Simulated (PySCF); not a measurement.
Sn(OMe)(OSiH3)3, CH12O4Si3Sn, SMILES [O]([Sn]([O][SiH3])([O]C)[O][SiH3])[SiH3], GFN2-xTB optimised geometry.

```
21

C      1.29     2.67     0.82
O      0.20     1.78     0.65
Sn     0.25     0.26    -0.51
O     -1.40    -0.65    -0.47
Si    -2.25    -1.57     0.58
O      0.59     0.75    -2.31
Si     0.60    -0.05    -3.73
O      1.65    -0.92     0.00
Si     1.96    -2.52     0.00
H      0.94     3.41     1.54
H      1.55     3.18    -0.11
H      2.17     2.17     1.22
H     -3.42    -1.86    -0.25
H     -2.57    -0.81     1.79
H     -1.50    -2.78     0.93
H      1.65    -1.08    -3.73
H     -0.71    -0.66    -3.99
H      0.90     1.07    -4.62
H      1.39    -3.10     1.22
H      1.40    -3.18    -1.19
H      3.42    -2.52     0.00
```

Density from B3LYP/def2-SVP, def2 effective core potentials past Kr (PySCF 2.14.0) at that geometry. The core electrons that the potentials of Sn replace are not part of the density.

Minimum of the electron density along straight lines between bonded atoms, close to the bond critical point (lines longer than 1.1 times the sum of covalent radii, or with two minima, are not listed):

```tsv
bond	length / Å	ρ at the minimum / e bohr⁻³	∇²ρ there / e bohr⁻⁵	position (fraction from the first atom)
C1–O2	1.418	0.247	-0.37	0.34
O2–Sn3	1.911	0.123	0.73	0.49
Sn3–O4	1.883	0.128	0.82	0.52
O4–Si5	1.634	0.124	1.03	0.59
Sn3–O6	1.888	0.127	0.81	0.52
O6–Si7	1.636	0.123	1.02	0.59
Sn3–O8	1.900	0.123	0.78	0.52
O8–Si9	1.631	0.125	1.05	0.59
C1–H10	1.091	0.284	-1.10	0.64
C1–H11	1.092	0.283	-1.08	0.63
C1–H12	1.092	0.283	-1.08	0.63
Si5–H13	1.459	0.120	0.34	0.49
Si5–H14	1.462	0.119	0.33	0.49
Si5–H15	1.466	0.118	0.32	0.49
Si7–H16	1.466	0.118	0.32	0.49
Si7–H17	1.464	0.119	0.33	0.49
Si7–H18	1.460	0.119	0.34	0.49
Si9–H19	1.464	0.119	0.33	0.49
Si9–H20	1.466	0.118	0.33	0.49
Si9–H21	1.460	0.119	0.34	0.49
```
